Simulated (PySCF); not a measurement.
SMILES CC(C)C[SiH2]c1cccs1, singlet at its GFN2-xTB optimised geometry (Å):

```
24

C      0.8237    -1.8801    -3.3021
C      1.8698    -0.9697    -2.6676
C      3.0427    -0.7662    -3.6256
C      2.3696    -1.5390    -1.3372
Si     1.0438    -1.7933     0.0061
C     -0.1365    -0.3346     0.0000
C     -1.5004    -0.3346     0.0000
C     -2.0742     0.9544     0.0000
C     -1.1360     1.9354     0.0016
S      0.4577     1.2968     0.0028
H     -0.0595    -1.9489    -2.6709
H      0.5209    -1.4935    -4.2731
H      1.2274    -2.8810    -3.4413
H      1.4105     0.0069    -2.4773
H      3.7860    -0.1029    -3.1886
H      2.7026    -0.3282    -4.5617
H      3.5206    -1.7190    -3.8466
H      3.1337    -0.8649    -0.9430
H      2.8713    -2.4899    -1.5280
H      1.7033    -1.8747     1.3167
H      0.2353    -2.9980    -0.2144
H     -2.0783    -1.2421    -0.0004
H     -3.1337     1.1409    -0.0016
H     -1.2783     2.9980     0.0003
```

Calculation: CAM-B3LYP/def2-SVP in PySCF.

Map of the deformation density (molecule minus spherical neutral atoms) (e/bohr³) on the plane z = 1.0 Å:

```
|...............................|
|...............................|
|...............................|
|...............................|
|...............................|
|...............................|
|...............................|
|........... . .................|
|..........      ...............|
|.........       ...............|
|.......   ..  .................|
|.......   ..   .::.............|
|......          ...............|
|......          ...............|
|.......         .  ............|
|.......            ............|
|........    ...     ...........|
|........     ....    ..........|
|.........         .............|
|.........         -+=:.........|
|.............    .=@%:.........|
|..............    -*+:.........|
|...............   .::..........|
|.................  ............|
|...............................|
|...............................|
|...............................|
|...............................|
|...............................|
|...............................|
|...............................|
```
Scale: ten equal steps from -0.011 (start of ' ') to 0.072 (end of '@'), in the order ' .:-=+*#%@'; x runs from -5.50 to 5.50, y from -5.50 (bottom) to 5.50 (top).
